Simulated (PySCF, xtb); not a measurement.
Si(F)(H)2(SH) (FH₃SSi), SMILES F[SiH2]S.

Coordinates come from a B3LYP-D3(BJ)/def2-TZVP optimisation. The values are those of a single conformer.

Level of theory: IEF-PCM-PBE0/def2-SVP in PySCF.

The values are the electrostatic part of the solvation free energy, E(continuum) − E(gas) at the gas-phase geometry, in a cavity of scaled van der Waals radii (PySCF's table); cavitation and dispersion terms are not included. In vacuum the orbital gap is 8.48 eV. The dipole moment in vacuum is 1.37 D.

| solvent | ε | ΔG(elec) (kcal/mol) | dipole (D) | gap (eV) |
|---|---|---|---|---|
| water | 78.36 | -3.2 | 1.73 | 8.71 |
| benzene | 2.27 | -1.4 | 1.52 | 8.62 |
| cyclohexanone | 15.62 | -2.9 | 1.70 | 8.71 |

For comparison, GFN2-xTB/ALPB(water) (xtb, at the GFN2-xTB geometry, all terms of that model) gives -0.6 kcal/mol.
